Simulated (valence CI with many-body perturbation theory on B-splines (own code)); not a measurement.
# Ru XXX: key properties

Computed by configuration interaction combined with many-body perturbation theory (CI+MBPT): five valence electrons over a frozen Dirac-Fock core [Ne], radial functions for each j: 9 s, 9 p, 8 d, 6 f, 3 g, 1 h, with the one-electron correlation potential Σ1, the two-electron term Σ2, the three-electron term Σ3, Breit, model QED; selected CI, second order for the rest (own B-spline code, finite nucleus).

The last digits are not significant, and no measured levels were compared; by estimate large intervals hold to a few tenths of a per cent, small ones and those within an open d or f shell to about a per cent. Among the levels kept, up to 600 cm⁻¹ of a level comes from second order outside the variational space, and about a tenth of that is noise between levels of different J, which matters for small intervals.

Levels are named by their leading jj configuration (3d3/2^4 stands for four electrons in 3d with j = 3/2), which in mixed levels can hold well under half, so a name can repeat and another be missing.

Rates and lifetimes use the calculated energies. Strong lines usually hold to 10 to 20 %, long lifetimes can be off by a factor of two.

What is the ground level?

(3s^2 3p1/2^2 3p3/2) J=3/2, composition 42 % 3s2 3p3 4S° + 36 % 3s2 3p3 2P° + 20 % 3s2 3p3 2D°, g = 1.507.

Name the longest-lived excited levels whose lifetime is computed, and their main decay.

(3s^2 3p1/2 3p3/2^2) J=5/2 at 247250 cm⁻¹ lives 29.6 μs, mostly by M1 to (3s^2 3p1/2^2 3p3/2) J=3/2; (3s^2 3p1/2 3p3/2^2) J=3/2 at 199140 cm⁻¹ lives 5.82 μs, mostly by M1 to (3s^2 3p1/2^2 3p3/2) J=3/2; (3s^2 3p1/2 3p3/2^2) J=1/2 at 308490 cm⁻¹ lives 5.05 μs, mostly by M1 to (3s^2 3p1/2^2 3p3/2) J=3/2. The lifetime of (3s^2 3p1/2 3p3/2 3d5/2) J=9/2 is too uncertain to give, and may be longer.

What is the ionisation energy?

1646 eV; NIST lists 1659 ± 6 eV (semi-empirical).

How well does LS coupling describe the low levels?

Among the lowest 20 levels the leading LS term, summed over configurations, holds 57 % on average. For single configurations the figures are 52 % in LS and 72 % in jj coupling. Terms mix most in the J = 3/2 level at 886790 cm⁻¹, where the leading one holds 33 %.

What are the static dipole polarisabilities of the lowest levels?

(3s^2 3p1/2^2 3p3/2) J=3/2 0.0322 (tensor 0.0020); (3s^2 3p1/2 3p3/2^2) J=3/2 0.0341 (tensor 0.0012); (3s^2 3p1/2 3p3/2^2) J=5/2 0.0339; (3s^2 3p1/2 3p3/2^2) J=1/2 0.0335 bohr³, of which the core gives 0.000479.

Among levels below 1821300 cm⁻¹, which E1 lines absorb most strongly from the ground level?

to (3s^2 3p1/2 3p3/2 3d3/2) J=3/2 at 7.663 nm, f = 0.248; to (3s^2 3p1/2 3p3/2 3d3/2) J=5/2 at 7.619 nm, f = 0.231; to (3s^2 3p1/2 3p3/2 3d3/2) J=1/2 at 7.526 nm, f = 0.101.

Where does the other parity begin?

At (3s 3p1/2^2 3p3/2^2) J=5/2, 806620 cm⁻¹.
